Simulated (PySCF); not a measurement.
H₃NSi, SMILES N[SiH] (connectivity only; charge and spin as stated), neutral, multiplicity 1. Geometry optimised at B3LYP-D3(BJ)/def2-TZVP.

Computed with B3LYP-D3(BJ)/def2-TZVP run with PySCF.

Harmonic wavenumbers (cm⁻¹): 586, 699, 737, 857, 963, 1597, 1983, 3544, 3636. Rotational constants (GHz): 138.1, 15.01, 13.54; symmetry number 1.

Q: Work out the zero-point energy and the ideal-gas rigid-rotor harmonic-oscillator thermochemistry at 298.15 K and 1 atm.

A: ZPE = ½ Σ hcν = ½ × 14601 cm⁻¹ = 20.87 kcal/mol. H − E(el) = 23.55 kcal/mol. Entropy in cal/(mol K): translation 37.35, rotation 19.98, vibration 1.33, total 58.65. G − E(el) = 6.06 kcal/mol. Cp = 11.65 cal/(mol K).
